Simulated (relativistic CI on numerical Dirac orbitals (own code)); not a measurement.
**Ni⁵⁺: calculation against measurement**

Computed by Dirac-Coulomb-Breit CI, separate exchange-only KLI orbitals for each configuration, QED by a radiative potential, valence Slater integrals scaled by 0.85, P86 correlation energy added to each configuration (own radial code, finite nucleus).

CI space (outside the closed core [Ne]): 3s2 3p6 3d5, 3s2 3p6 3d4 4s, 3s2 3p5 3d6, 3s2 3p6 3d4 4p, 3s2 3p6 3d4 4d, 3s2 3p6 3d4 5s, 3s 3p6 3d6, 3s2 3p6 3d4 5p, 3s2 3p6 3d4 4f, 3s2 3p6 3d4 5d, 3s2 3p6 3d4 6s, 3s2 3p6 3d4 5f, 3s2 3p6 3d4 6p, 3s2 3p6 3d4 5g, 3s2 3p6 3d3 4s 4p, 3s2 3p6 3d4 6d, 3s2 3p5 3d5 4s, 3s2 3p5 3d5 4p, 3s2 3p6 3d3 4p 4d, 3s2 3p6 3d3 4s2, 3s2 3p6 3d2 4s2 4p, 3s2 3p6 3d2 4s2 4d, 3s2 3p6 3d2 4s2 5s, 3s2 3p6 3d3 4p2, 3s2 3p6 3d2 4s 4p2, 3s2 3p6 3d2 4p3, 3s2 3p6 3d2 4p2 4d, 3s2 3p6 3d2 4p2 5s, 3s2 3p6 3d3 4s 4d, 3s2 3p6 3d2 4s 4p 4d, 3s2 3p6 3d2 4s 4d2, 3s2 3p6 3d2 4s 4d 5s, 3p6 3d7, 3p5 3d8. Double excitations out of closed p, d and f shells are left out; levels of such configurations are missing from the list, as are those of other unlisted configurations, and high levels can miss mixing partners. These lack a partner that the ground configuration has and come out too high: 3s2 3p5 3d5 4s, 3s2 3p5 3d5 4p.

| Configuration | Term (tabulated) | J | Measured (cm⁻¹) | Computed | Error | Purity (%) |
| --- | --- | --- | --- | --- | --- | --- |
| 3s2 3p6 3d5 | 6S | 5/2 | 0.0 | 0 | 0 | 100 |
| 3s2 3p6 3d5 | 4G | 11/2 | 41920.9 | 39546 | -2375 | 100 |
| 3s2 3p6 3d5 | 4P | 5/2 | 45884.2 | 44376 | -1508 | 88 |
| 3s2 3p6 3d5 | 4P | 3/2 | 46104.4 | 44604 | -1501 | 91 |
| 3s2 3p6 3d5 | 4P | 1/2 | 46324.8 | 44845 | -1480 | 96 |
| 3s2 3p6 3d5 | 4D | 7/2 | 50331.0 | 48268 | -2063 | 99 |
| 3s2 3p6 3d5 | 2I | 11/2 | 61196.0 | 57171 | -4025 | 98 |
| 3s2 3p6 3d5 | 2I | 13/2 | 61279.5 | 57237 | -4042 | 100 |
| 3s2 3p6 3d5 | 2D3 | 5/2 | 64152.4 | 61744 | -2409 | 66 |
| 3s2 3p6 3d5 | 2D3 | 3/2 | 65173.5 | 62780 | -2393 | 90 |
| 3s2 3p6 3d5 | 2F1 | 7/2 | 67085.1 | 64403 | -2682 | 93 |
| 3s2 3p6 3d5 | 2H | 9/2 | 72908.8 | 69263 | -3646 | 76 |
| 3s2 3p6 3d5 | 2H | 11/2 | 73756.6 | 70017 | -3740 | 98 |
| 3s2 3p6 3d5 | 2G2 | 7/2 | 74627.7 | 71069 | -3559 | 97 |
| 3s2 3p6 3d5 | 2G2 | 9/2 | 75441.7 | 71819 | -3623 | 73 |
| 3s2 3p6 3d5 | 2F2 | 7/2 | 79608.3 | 76226 | -3382 | 98 |
| 3s2 3p6 3d5 | 2S | 1/2 | 86532.1 | 83380 | -3152 | 99 |
| 3s2 3p6 3d5 | 2D2 | 3/2 | 96461.2 | 92877 | -3584 | 100 |
| 3s2 3p6 3d5 | 2D2 | 5/2 | 96566.5 | 92985 | -3582 | 99 |
| 3s2 3p6 3d5 | 2P | 3/2 | 129951.6 | 125190 | -4761 | 99 |
| 3s2 3p6 3d5 | 2P | 1/2 | 130025.9 | 125265 | -4761 | 99 |
| 3s2 3p6 3d5 | 2D1 | 5/2 | 140922.2 | 135822 | -5100 | 100 |
| 3s2 3p6 3d5 | 2D1 | 3/2 | 141006.8 | 135925 | -5082 | 99 |
| 3s2 3p6 3d4 4s | 6D | 1/2 | 295882.7 | 297640 | 1757 | 99 |
| 3s2 3p6 3d4 4s | 6D | 3/2 | 296198.1 | 297948 | 1750 | 99 |
| 3s2 3p6 3d4 4s | 6D | 5/2 | 296696.7 | 298436 | 1739 | 99 |
| 3s2 3p6 3d4 4s | 6D | 7/2 | 297350.5 | 299075 | 1725 | 99 |
| 3s2 3p6 3d4 4s | 6D | 9/2 | 298130.5 | 299838 | 1707 | 99 |
| 3s2 3p6 3d4 4s | 4D | 1/2 | 307843.9 | 309071 | 1227 | 99 |
| 3s2 3p6 3d4 4s | 4D | 3/2 | 308323.8 | 309539 | 1216 | 99 |
| 3s2 3p6 3d4 4s | 4D | 5/2 | 309054.9 | 310253 | 1198 | 99 |
| 3s2 3p6 3d4 4s | 4D | 7/2 | 309977.1 | 311150 | 1173 | 99 |
| 3s2 3p6 3d4 4s | 4P | 1/2 | 328437.2 | 329628 | 1191 | 97 |
| 3s2 3p6 3d4 4s | 4H | 7/2 | 329486.2 | 328053 | -1434 | 97 |
| 3s2 3p6 3d4 4s | 4H | 9/2 | 329754.2 | 328323 | -1431 | 97 |
| 3s2 3p6 3d4 4s | 4P | 3/2 | 330001.6 | 331125 | 1123 | 98 |
| 3s2 3p6 3d4 4s | 4H | 11/2 | 330141.0 | 328676 | -1465 | 98 |
| 3s2 3p6 3d4 4s | 4H | 13/2 | 330580.5 | 329073 | -1508 | 99 |
| 3s2 3p6 3d4 4s | 4F | 7/2 | 332175.4 | 332576 | 400 | 87 |
| 3s2 3p6 3d4 4s | 4F | 9/2 | 332343.6 | 332731 | 387 | 87 |
| 3s2 3p6 3d4 4s | 4P | 5/2 | 332344.8 | 333418 | 1073 | 99 |
| 3s2 3p6 3d4 4s | 4G | 5/2 | 335384.5 | 335289 | -95 | 88 |
| 3s2 3p6 3d4 4s | 4G | 7/2 | 335976.0 | 335865 | -111 | 86 |
| 3s2 3p6 3d4 4s | 4G † | 9/2 | 336344.9 | 336301 | -44 | 87 |
| 3s2 3p6 3d4 4s | 2P | 1/2 | 336404.8 | 337194 | 789 | 97 |
| 3s2 3p6 3d4 4s | 4G † | 11/2 | 336430.4 | 336830 | 400 | 73 |
| 3s2 3p6 3d4 4s | 2H † | 9/2 | 337007.7 | 335135 | -1873 | 93 |
| 3s2 3p6 3d4 4s | 2H † | 11/2 | 337993.9 | 335511 | -2483 | 73 |
| 3s2 3p6 3d4 4s | 2P | 3/2 | 339260.1 | 339964 | 704 | 97 |
| 3s2 3p6 3d4 4s | 2F | 7/2 | 339335.8 | 339445 | 109 | 85 |
| 3s2 3p6 3d4 4s | 2F | 5/2 | 339482.4 | 339625 | 142 | 96 |
| 3s2 3p6 3d4 4s | 2G | 7/2 | 343052.0 | 342634 | -418 | 89 |
| 3s2 3p6 3d4 4s | 2G | 9/2 | 343842.6 | 343274 | -568 | 98 |

Measured levels from Corliss and Sugar, J. Phys. Chem. Ref. Data 10, 197 (1981); pairs were made by configuration, J and term (by order where the table uses no LS term), so strongly mixed levels may be paired wrongly. Some J values or terms of the table were assigned by a fit.

Mean error by configuration (cm⁻¹): 3s2 3p6 3d5 -3293; 3s2 3p6 3d4 4s 476. Over the excited levels the mean absolute error is 2060 cm⁻¹ (52 of the 54 excited levels that our extract of the source holds in range could be paired, and the others can miss by more), and the median relative error of those above 1,000 cm⁻¹ is 0.59 %. Some levels of the ground configuration have no partner. † marks terms whose computed intervals miss the measured ones by more than a factor of 2.5, or configurations far off the rest, from wrong mixing, a near crossing or a doubtful label or measurement; they are left out of the means.
